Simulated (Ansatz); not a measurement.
Ansatz (a program for electronic structure) input (B3LYP-D3(BJ)/def2-TZVP):

Ansatz 0.2 input:
```yaml
crystal:
  periodic: [false, false, false]
  atoms:
    - {symbol: Se, position_ang: [0.01419215, 0.01451975, 0.95930573]}
    - {symbol: I, position_ang: [0.95035731, -1.72098907, -0.50865189]}
    - {symbol: I, position_ang: [-0.95373168, 1.75974188, -0.47635324]}
basis:
  gaussian:
    orbitals: def2-TZVP
hamiltonian:
  xc: b3lyp
  dispersion: d3bj
total_charge: 1
magnetization: {spin_polarized: true, initial_magnetization: 1}
relax: {f_tol: 0.002, max_steps: 150}
```

End of the output:

```
reference -81550.34798232 eV, -2996.9200115391 hartree; 42, 41 occupied and 106, 107 virtual orbitals, 1332 factors
relax step   1: F+E_penalty+E_count = -81550.62107053 eV  Δ(F+E_penalty+E_count) = +0.000e0 eV  max|allowed force component| = 1.643e-1 eV/Å  Δτ_max = 0.0000 Å  (36 SCF iters, accepted)
these checks for a lower state are left out or cut short: starts, cluster_reference, orbital_swaps, neighbouring_geometries, increment
integrals: 0.13 GiB planned
1332 factors; integrals over basis functions are off by at most 1.5e-4 eV
mean field: 1.45 GiB planned
mean field -81550.35075309 eV, -2996.9201133631 hartree, gradient 2.2e-5 eV, S^2 0.753011; 0 other end points of the search recorded, 0 dependent functions left out
the calculation of the forces begins
reference -81550.35096712 eV, -2996.9201212283 hartree; 42, 41 occupied and 106, 107 virtual orbitals, 1332 factors
relax step   2: F+E_penalty+E_count = -81550.62047011 eV  Δ(F+E_penalty+E_count) = +6.004e-4 eV  max|allowed force component| = 1.429e-1 eV/Å  Δτ_max = 0.0344 Å  (38 SCF iters, rejected (line search))
these checks for a lower state are left out or cut short: starts, cluster_reference, orbital_swaps, neighbouring_geometries, increment
integrals: 0.13 GiB planned
1332 factors; integrals over basis functions are off by at most 1.5e-4 eV
mean field: 1.44 GiB planned
mean field evaluation 32: about -81550.3512 eV, gradient 1.2e-1 eV
mean field -81550.35133919 eV, -2996.9201349018 hartree, gradient 1.2e-5 eV, S^2 0.752999; 0 other end points of the search recorded, 0 dependent functions left out
the calculation of the forces begins
reference -81550.35155296 eV, -2996.9201427575 hartree; 42, 41 occupied and 106, 107 virtual orbitals, 1332 factors
relax step   3: F+E_penalty+E_count = -81550.62311031 eV  Δ(F+E_penalty+E_count) = -2.040e-3 eV  max|allowed force component| = 1.372e-3 eV/Å  Δτ_max = 0.0146 Å  (38 SCF iters, accepted)
integrals: 0.13 GiB planned
1332 factors; integrals over basis functions are off by at most 1.5e-4 eV
mean field: 1.44 GiB planned
mean field -81550.35133919 eV, -2996.9201349018 hartree, gradient 1.2e-5 eV, S^2 0.752999; 1 other end points of the search recorded, 0 dependent functions left out
the calculation of the forces begins
reference -81550.35155296 eV, -2996.9201427575 hartree; 42, 41 occupied and 106, 107 virtual orbitals, 1332 factors
Total energy: -81550.62332407 eV, -2996.9301301619 hartree
Atom 0 at     0.014171     0.014549     0.958791 Å, force    -0.000029     0.000075     0.001372 eV/Å
Atom 1 at     0.957370    -1.733804    -0.508525 Å, force    -0.000464     0.000836    -0.000711 eV/Å
Atom 2 at    -0.960723     1.772527    -0.475965 Å, force     0.000492    -0.000911    -0.000661 eV/Å
Dipole moment:     0.000569    -0.000178     0.051774 e Å
```
